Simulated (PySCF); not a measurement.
Ga³⁺ (gallium, charge +3) across methods

[Ar] 3d10, closed-shell 1S. All numbers are calculated (PySCF 2.14, the spin-free X2C one-electron Hamiltonian (Gaussian nucleus), in aug-cc-pVDZ-DK (6s5p3d, 36 functions)).

```
 method  E (hartree)  mean ε 3s (eV)  mean ε 3p (eV)  mean ε 3d (eV)  Σ⟨r²⟩ (bohr²)   ⟨S²⟩
   BLYP    -1941.699         -181.82         -132.68         -52.677          12.62  0.000
 r2SCAN    -1941.582         -186.74         -135.80         -53.200          12.50  0.000
   PBE0    -1941.364         -190.07         -139.21         -56.178          12.50  0.000
r2SCANh    -1941.572         -189.39         -138.02         -54.547          12.48  0.000
    LDA    -1938.416         -181.33         -132.60         -52.972          12.59  0.000
    PBE    -1941.325         -182.04         -132.80         -52.699          12.58  0.000
    UHF  -1940.09959         -212.76         -157.09         -65.428          12.35  0.000
   MN15    -1942.908         -181.10         -136.38         -57.150          12.54  0.000
 M06-2X    -1941.689         -195.60         -144.83         -60.166          12.45  0.000
```
